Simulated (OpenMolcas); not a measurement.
# Ni5+, Pd5+, Pt5+: d⁵ down the group

* Program: OpenMolcas
* Method: MS-CASPT2, IPEA 0.25 Eh, imaginary shift 0.1 Eh
* Basis: ANO-R2
* Scalar Hamiltonian: X2C, finite nucleus
* Spin-orbit coupling: RASSI with atomic mean-field integrals over the reference wave functions, term energies averaged over their components

Active space for each ion: 5 electrons in 5 orbitals (d); closed shells correlated by CASPT2: Ni5+ 3s 3p; Pd5+ 4s 4p; Pt5+ 5s 5p.

Computed levels in cm-1 above ⁶S_5/2:

```json
{"Level": "⁴G_7/2", "Ni5+": "43680", "Pd5+": "29260", "Pt5+": "25870"}
{"Level": "⁴G_11/2", "Ni5+": "43710", "Pd5+": "29450", "Pt5+": "27620"}
{"Level": "⁴G_9/2", "Ni5+": "43730", "Pd5+": "29590", "Pt5+": "28880"}
{"Level": "⁴P_1/2", "Ni5+": "48420", "Pd5+": "33270", "Pt5+": "30780"}
{"Level": "⁴D_7/2", "Ni5+": "52170", "Pd5+": "34810", "Pt5+": "34700"}
{"Level": "⁴D_1/2", "Ni5+": "52400", "Pd5+": "36480", "Pt5+": "40100"}
{"Level": "²I_11/2", "Ni5+": "63850", "Pd5+": "42810", "Pt5+": "40970"}
{"Level": "²I_13/2", "Ni5+": "64040", "Pd5+": "43890", "Pt5+": "45270"}
{"Level": "²F_7/2(1)", "Ni5+": "70430", "Pd5+": "50460", "Pt5+": "58350"}
{"Level": "weight of ⁶S in the lowest level (%)", "Ni5+": "100", "Pd5+": "98", "Pt5+": "82"}
```

Mixed levels, with the weight of the term that names them: Pd5+ ⁴P_1/2 (67 %), Pd5+ ⁴D_1/2 (67 %), Pd5+ ²F_7/2(1) (60 %), Pt5+ ⁴G_7/2 (60 %), Pt5+ ⁴P_1/2 (59 %), Pt5+ ⁴D_7/2 (61 %), Pt5+ ⁴D_1/2 (66 %), Pt5+ ²I_11/2 (71 %), Pt5+ ²F_7/2(1) (62 %).

Measured, with the error of the calculation in %. Measured levels: Ni5+ from Corliss and Sugar, J. Phys. Chem. Ref. Data 10, 197 (1981).

```
    Level          Ni5+
  ⁴G_11/2  41921 (+4.3)
   ⁴P_1/2  46325 (+4.5)
   ⁴D_7/2  50331 (+3.6)
  ²I_11/2  61196 (+4.3)
  ²I_13/2  61280 (+4.5)
²F_7/2(1)  67085 (+5.0)
```

Without spin-orbit coupling ⁴G lies 43700, 29380, 26890 cm-1 above ⁶S in that order; the difference to the level ⁴G_7/2, of either sign, comes from spin-orbit coupling, which also lowers the zero.

CASPT2 breaks the degeneracy within a term, and the mean is taken; among the terms shown or strongly mixed into the levels shown the widest spread is 770 cm-1 (4d⁵ ⁴F, Pd5+). Blocks of more than 70 roots (2S+1 = 2 even) ran without multistate coupling. Computed and measured levels are paired by configuration, term and J; levels that our copy of the source lacks, or whose pairing is in doubt (as where it misses far off the trend of its configuration), stay unpaired and out of the deviations. Only configurations of the active space appear.

A number in round brackets counts repeated terms of one configuration in the order of the reference energies.
